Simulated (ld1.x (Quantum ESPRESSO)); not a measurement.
## Which setting gave this result? (palladium (Pd), RRKJ)

Base potential:

- Element: palladium (Pd)
- Generator: ld1.x (Quantum ESPRESSO) 7.5
- Type: norm-conserving RRKJ (Kleinman–Bylander form)
- Functional: PBE
- Relativity: scalar-relativistic
- Frozen core: [Ar] 3d10
- Valence charge: 18
- Reference configuration: 4s2 4p6 4d10 5s0 5p0
- Partial waves: 4p (bound): rc 1.65 bohr; 4d (bound): rc 1.45 bohr; 4s (bound): rc 1.20 bohr
- Local potential: the s channel
- Core correction: Bessel-smoothed model core, default radius (core density twice the valence density)
- rho0: 0.01

Cutoffs, loose and tight: the cutoffs (Ry, on a coarse ladder) from which the occupation-weighted sum of valence levels, in a spherical-Bessel basis at the reference potential, stays within 10 and 1 mRy of its value at 400 Ry. They do not see the model core or the augmentation charge, which bear on the density cutoff. Test errors are all-electron minus pseudo excitation energies from the reference, over the configurations 4s2 4p6 4d9 5s0 5p0; 4s2 4p6 4d8 5s0 5p0; 4s2 4p6 4d7 5s0 5p0; 4s2 4p6 4d9 5s1 5p0; 4s1 4p6 4d10 5s0 5p0; 4s2 4p5 4d10 5s0 5p0; 4s2 4p6 4d9.5 5s0 5p0; variants that change the core or the reference have their own tests.

Only the scale of all radii but the core radius (base = 1) is moved:

```json
{"scale of all radii but the core radius (base = 1)": "0.78", "cutoff, loose": "140 Ry", "cutoff, tight": "260 Ry", "bound ghosts": "none", "largest test error (meV)": "+72"}
{"scale of all radii but the core radius (base = 1)": "0.88", "cutoff, loose": "140 Ry", "cutoff, tight": "230 Ry", "bound ghosts": "none", "largest test error (meV)": "+100"}
{"scale of all radii but the core radius (base = 1)": "1.03", "cutoff, loose": "100 Ry", "cutoff, tight": "160 Ry", "bound ghosts": "none", "largest test error (meV)": "+348"}
{"scale of all radii but the core radius (base = 1)": "1.23", "cutoff, loose": "60 Ry", "cutoff, tight": "90 Ry", "bound ghosts": "none", "largest test error (meV)": "+1194"}
{"scale of all radii but the core radius (base = 1)": "1.35", "cutoff, loose": "45 Ry", "cutoff, tight": "80 Ry", "bound ghosts": "s (extra level of the local part)", "largest test error (meV)": "+1863"}
```

One more run gave cutoff, loose: 80 Ry; cutoff, tight: 100 Ry; bound ghosts: none; largest test error (meV): +723. Which value of the scale of all radii but the core radius (base = 1) was used?

1.14. The tight cutoff moves one way along this sweep, from 260 Ry at 0.78 to 80 Ry at 1.35, which places the run between 1.03 and 1.23.
